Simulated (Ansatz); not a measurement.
`C#[C][In]([SiH3])[Cl]` and `C#[C][In]([F])[Cl]` differ in one atom or group.

Ansatz, PBE0-D4/def2-TZVP geometries, multiplicity 1. 

Elements past krypton have def2 core potentials.

```json
{"property": "HOMO energy (ωB97M-V/def2-TZVPP) / eV", "`C#[C][In]([SiH3])[Cl]`": "-10.01"}
{"property": "HOMO energy (B3LYP/def2-TZVPP) / eV", "`C#[C][In]([SiH3])[Cl]`": "-7.73"}
{"property": "size of the dipole moment (B3LYP/def2-TZVPP) / D", "`C#[C][In]([SiH3])[Cl]`": "3.05"}
{"property": "LUMO energy (B3LYP/def2-TZVPP) / eV", "`C#[C][In]([SiH3])[Cl]`": "-2.45"}
{"property": "LUMO energy (ωB97M-V/def2-TZVPP) / eV", "`C#[C][In]([SiH3])[Cl]`": "-0.58"}
{"property": "size of the dipole moment (ωB97M-V/def2-TZVPP) / D", "`C#[C][In]([SiH3])[Cl]`": "3.06"}
```

(1) Give the same properties after the change, and the shifts. (An estimate is asked.)

Answers

(1) Ansatz gave: 
```
                                          property  `C#[C][In]([F])[Cl]`  shift
             HOMO energy (ωB97M-V/def2-TZVPP) / eV                -11.23  -1.22
               HOMO energy (B3LYP/def2-TZVPP) / eV                 -8.69  -0.96
  size of the dipole moment (B3LYP/def2-TZVPP) / D                  3.20   0.15
               LUMO energy (B3LYP/def2-TZVPP) / eV                 -2.29   0.16
             LUMO energy (ωB97M-V/def2-TZVPP) / eV                 -0.30   0.28
size of the dipole moment (ωB97M-V/def2-TZVPP) / D                  3.21   0.15
```

With PBE0 the HOMO falls by 1.00 eV and the LUMO rises by 0.24 eV, so the gap widens by about 1.24 eV. PBE moves the HOMO by -0.89 eV and ωB97M-V by -1.22 eV. The zero-point energy changes by -59.1 kJ/mol with -9 modes. Dipoles are sizes alone; their direction can turn.

B3LYP here is the variant with VWN-RPA as its local correlation; programs differ in this.
